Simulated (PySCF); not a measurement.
**`C=C=C[C@](C)(F)CBr`, C6H8BrF**

Molfile (atoms numbered from 1):
```
C6H8BrF
     RDKit          3D

 16 15  0  0  0  0  0  0  0  0999 V2000
    2.4711   -1.0628    0.5710 C   0  0  0  0  0  0  0  0  0  0  0  0
    1.4497   -0.3032    0.7934 C   0  0  0  0  0  0  0  0  0  0  0  0
    0.4089    0.4415    1.0042 C   0  0  0  0  0  0  0  0  0  0  0  0
   -0.8472    0.3951    0.1704 C   0  0  2  0  0  0  0  0  0  0  0  0
   -0.8586    1.5403   -0.8462 C   0  0  0  0  0  0  0  0  0  0  0  0
   -1.9333    0.5915    1.0186 F   0  0  0  0  0  0  0  0  0  0  0  0
   -1.0511   -0.9310   -0.5534 C   0  0  0  0  0  0  0  0  0  0  0  0
   -0.9845   -2.4696    0.6367 Br  0  0  0  0  0  0  0  0  0  0  0  0
    2.5681   -2.0232    1.0510 H   0  0  0  0  0  0  0  0  0  0  0  0
    3.2713   -0.7641   -0.0872 H   0  0  0  0  0  0  0  0  0  0  0  0
    0.3856    1.1624    1.8090 H   0  0  0  0  0  0  0  0  0  0  0  0
   -0.7857    2.4885   -0.3191 H   0  0  0  0  0  0  0  0  0  0  0  0
   -0.0152    1.4446   -1.5245 H   0  0  0  0  0  0  0  0  0  0  0  0
   -1.7869    1.5288   -1.4138 H   0  0  0  0  0  0  0  0  0  0  0  0
   -0.2677   -1.0771   -1.2946 H   0  0  0  0  0  0  0  0  0  0  0  0
   -2.0322   -0.9528   -1.0269 H   0  0  0  0  0  0  0  0  0  0  0  0
  1  2  2  0
  2  3  2  0
  3  4  1  0
  4  5  1  0
  4  6  1  1
  4  7  1  0
  7  8  1  0
  1  9  1  0
  1 10  1  0
  3 11  1  0
  5 12  1  0
  5 13  1  0
  5 14  1  0
  7 15  1  0
  7 16  1  0
M  END
```

The calculation used GIAO B97-2/pcSseg-1 magnetisability, rotational g tensor and spin-rotation constants, non-relativistic, gas phase (PySCF). Geometry: GFN2-xTB.

The calculation is non-relativistic, which matters for the atoms heavier than Zn.

Question: How diamagnetic is it, and how anisotropic?

Answer: Isotropic -1533 × 10⁻³⁰ J/T², or -92.3 × 10⁻⁶ cm³/mol; principal values -1613, -1505, -1483 × 10⁻³⁰ J/T², anisotropy 121 × 10⁻³⁰ J/T² (root of half the summed squared differences of the principal values). The susceptibility is in cgs units.

Question: Split it along the inertial axes a, b, c into diamagnetic and paramagnetic parts about the centre of mass, with the quadrupole moment.

Answer: 
| axis | χ (10⁻⁶ cm³/mol) | diamagnetic (10⁻⁶ cm³/mol) | paramagnetic (10⁻⁶ cm³/mol) | summed x² of all electrons (Å²) | quadrupole Θ (D Å) |
| --- | --- | --- | --- | --- | --- |
| a | -94.1 | -840.9 | 746.8 | 212.2 | +0.22 |
| b | -90.6 | -1093.5 | 1003.0 | 152.6 | +0.34 |
| c | -92.4 | -1547.8 | 1455.5 | 45.6 | -0.56 |

Anisotropies 2χaa − χbb − χcc = -5.2 and 2χbb − χaa − χcc = +5.3 × 10⁻⁶ cm³/mol. Θ is traceless in Buckingham's convention.

Question: And the rotational g tensor?

Answer: 
```tsv
axis	rotational constant (GHz)	g	nuclear part	electronic part
a	1.6410	-0.0076	0.5682	-0.5757
b	1.1348	-0.0071	0.5276	-0.5347
c	0.7853	-0.0041	0.5329	-0.5370
```
Asymmetric top; isotopes 79Br, 12C, 19F, 1H; no vibrational averaging.
